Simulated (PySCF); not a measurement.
PySCF 2.14 output of an unrestricted B3LYP calculation on a single atom or ion in cc-pVTZ-DK, with scalar relativity by spin-free X2C-1e:

```
SCF conv_tol = 1e-09
number electrons alpha = 14  beta = 14
    P. J. Stephens, F. J. Devlin, C. F. Chabalowski, and M. J. Frisch.,  J. Phys. Chem. 98, 11623 (1994)
cycle= 1 E= -1654.51338892908  delta_E= -0.00263  |g|= 0.312  |ddm|= 0.573
cycle= 2 E= -1654.44677882591  delta_E= 0.0666  |g|= 0.795  |ddm|= 0.273
cycle= 3 E= -1654.52879910657  delta_E= -0.082  |g|= 0.0615  |ddm|= 0.224
cycle= 4 E= -1654.52941657621  delta_E= -0.000617  |g|= 0.000676  |ddm|= 0.0181
cycle= 5 E= -1654.52941662936  delta_E= -5.31e-08  |g|= 8.18e-05  |ddm|= 0.000272
cycle= 6 E= -1654.52941663031  delta_E= -9.53e-10  |g|= 1.07e-06  |ddm|= 1.95e-05
converged SCF energy = -1654.52941663031  <S^2> = -3.5527137e-14  2S+1 = 1
```

The run itself started from symmetry-adapted Hartree-Fock orbitals and held the occupation by maximum overlap, on a logarithmic radial grid, so the iterations belong to that start.

Problem. Which element, charge and spin multiplicity is this?

Solution. Cu+ (copper, charge +1), multiplicity 1; the state was [Ar] 3d10, closed-shell 1S.
